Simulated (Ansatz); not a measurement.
Geometry optimisation, RKS PBE-D4/def2-SVP in Ansatz.

Input:

```yaml
crystal:
  periodic: [false, false, false]
  atoms:
    - { symbol: "N", position_ang: [0.7111, 1.0834, 1.3987] }
    - { symbol: B, position_ang: [0.2349, -0.1326, 0.6475] }
    - { symbol: O, position_ang: [0.5992, -1.3438, -0.0871] }
    - { symbol: Si, position_ang: [-0.5319, -0.761, -1.0445] }
    - { symbol: F, position_ang: [-1.9651, -1.7542, -0.8601] }
    - { symbol: H, position_ang: [-0.2055, 1.6988, 1.5579] }
    - { symbol: H, position_ang: [1.2783, 1.6841, 0.7293] }
    - { symbol: H, position_ang: [-0.0288, -0.5317, -2.3975] }
basis:
  gaussian: { orbitals: def2-SVP }
hamiltonian:
  xc: pbe
  dispersion: d4
relax:
  f_tol: 0.015
  max_steps: 40
output:
  orbitals: {}
```

Command:

```bash
$ ansatz run input.yaml --threads 1 --pin off --max-ram 2048MiB --backend cpu --events-out ev --progress --plain --runs-dir out
```

Task: Where does it end, and by what steps?

Result: It converged. After 13 steps the energy has fallen by 2.275 eV; H7 moved furthest, 1.18 Å.

```tsv
step	energy less start (eV)	largest force component (eV/Å)	accepted
0	0.0000	6.198	yes
1	-1.2033	3.550	yes
2	-1.7441	1.231	yes
3	-1.9504	0.611	yes
4	-2.1066	0.544	yes
5	-2.1924	0.321	yes
6	-2.2486	0.306	yes
7	-2.2500	0.487	yes
8	-2.2703	0.300	yes
9	-2.2702	0.142	no
10	-2.2734	0.113	yes
11	-2.2725	0.164	no
12	-2.2744	0.053	yes
13	-2.2745	0.009	yes
```

```xyz
8
Properties=species:S:1:pos:R:3
N 0.555 1.180 1.198
B 0.207 0.238 0.233
O 0.834 -0.912 -0.224
Si -0.688 -0.788 -1.098
F -1.719 -2.016 -0.758
H -0.025 1.984 1.430
H 1.416 1.100 1.743
H -0.488 -0.843 -2.580
```

Time of the run: 50 s on 1 thread of Arm Neoverse V1 (shared host), peak memory 0.17 GiB.
